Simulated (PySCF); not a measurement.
Calculation: PySCF with PBE-D3(BJ)/def2-TZVP // B3LYP-D3(BJ)/def2-TZVP. All species are isolated molecules in the gas phase. Delta-SCF ions had no search for a lower state. 

Reference species (SMILES): `C#CN=B` (neutral, multiplicity 1).

The S1 oscillator strength is 0.000 and the vertical ionisation energy (Delta-SCF) is 9.52 eV.

Changed species: `C#CB=N`.

Question: Predict the effect on the S1 oscillator strength and vertical ionisation energy (Delta-SCF).

Answer: the S1 oscillator strength stays essentially unchanged; the vertical ionisation energy (Delta-SCF) goes up by 0.67 eV, to 10.19 eV.
